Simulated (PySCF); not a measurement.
## Exact mass, isotope pattern and composition

Species: methylethylisopropylamine (`CCN(C)C(C)C`).

All values are calculated from tables of isotopes.

Molar mass and exact mass?

For C6H15N, with standard atomic weights, 6 × 12.011 + 1 × 14.007 + 15 × 1.008 = 101.193 g/mol. From the most abundant isotopes (12C, 14N, 1H), 6 × 12.000000 + 1 × 14.003074 + 15 × 1.007825 = 101.1204 u.

Work out the cluster of the molecular ion M+•, one line a nominal mass.

```tsv
nominal mass	m/z (centroid)	relative intensity
101	101.1199	100.0
102	102.1230	7.0
103	103.1260	0.2
```

Cut off at 0.1 %. One electron mass, 0.00055 u, is taken off.

What share of all molecules is the monoisotopic species?

0.9893^6 × 0.99632 × 0.999885^15 = 93.24 %.

What resolving power m/Δm just matches the spacing of the species with one 15N and with one 13C?

They lie 0.00632 u apart at mass 102.12, so m/Δm is about 16000.

Which m/z would the protonated, sodiated and deprotonated molecule have?

[M+H]+ 102.1277, [M+Na]+ 124.1097, [M−H]− 100.1132, for the monoisotopic species (arithmetic only; whether such ions form is another matter).
